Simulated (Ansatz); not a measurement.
Input file for Ansatz (a first-principles code): U-CCSD(T)/cc-pV(T+d)Z on OH (SMILES [OH]). The basis file is the Basis Set Exchange's JSON of that set.

Ansatz 0.2 input:
```yaml
crystal:
  periodic: [false, false, false]
  atoms:
    - {symbol: O, position_ang: [0.00000000, -0.00000000, 0.48836012]}
    - {symbol: H, position_ang: [-0.00000000, 0.00000000, -0.48836012]}
basis:
  gaussian:
    orbitals: cc-pV_T+d_Z.json
magnetization: {spin_polarized: true, initial_magnetization: 1}
correlation: {method: ccsd_t, electrons: outside_noble_gas}
scf: {omitted_lower_state_checks: [cluster_reference]}
```

The log:

```
WARN ansatz: RAYON_NUM_THREADS=4 ignored (pool sized by the plan → 4); use --threads N
Functional definition: HF
these checks for a lower state are left out or cut short: cluster_reference
integrals: 0.02 GiB planned
261 factors; integrals over basis functions are off by at most 8.8e-4 eV
mean field: 0.06 GiB planned
mean field evaluation 1: about -2051.7599 eV, gradient 1.2e1 eV
mean field evaluation 2: about -2051.7602 eV, gradient 1.2e1 eV
mean field evaluation 4: about -2052.2476 eV, gradient 1.3e0 eV
mean field evaluation 8: about -2052.2545 eV, gradient 6.0e-4 eV
mean field evaluation 16: about -2052.2545 eV, gradient 2.5e-5 eV
mean field -2052.25448761 eV, -75.4189613517 hartree, gradient 1.6e-6 eV, S^2 0.756142; 2 other end points of the search recorded, 0 dependent functions left out
1 core orbitals not correlated
reference -2052.25448761 eV, -75.4189613517 hartree; 4, 3 occupied and 39, 40 virtual orbitals, 261 factors
second order -5.43863025 eV of doubles, -0.00000000 eV of singles
coupled cluster: 0.10 GiB planned
cycle   1  -5.68670405 eV  change   -2.5e-1 eV  update   3.2e-2
cycle   2  -5.79919771 eV  change   -1.1e-1 eV  update   1.1e-2
cycle   3  -5.81251335 eV  change   -1.3e-2 eV  update   4.0e-3
cycle   4  -5.81200963 eV  change    5.0e-4 eV  update   1.5e-3
cycle   5  -5.81264257 eV  change   -6.3e-4 eV  update   6.4e-4
cycle   6  -5.81279742 eV  change   -1.5e-4 eV  update   2.2e-4
cycle   7  -5.81281763 eV  change   -2.0e-5 eV  update   7.2e-5
cycle   8  -5.81280073 eV  change    1.7e-5 eV  update   2.3e-5
cycle   9  -5.81280166 eV  change   -9.3e-7 eV  update   6.4e-6
perturbative correction -0.13924011 eV, -0.0051169798 hartree
Total energy: -2058.20652938 eV, -75.6376948523 hartree
Checks for a lower state left out: cluster_reference
```

The calculation finished and met its thresholds.

Cost: very roughly 1.1 core-seconds.
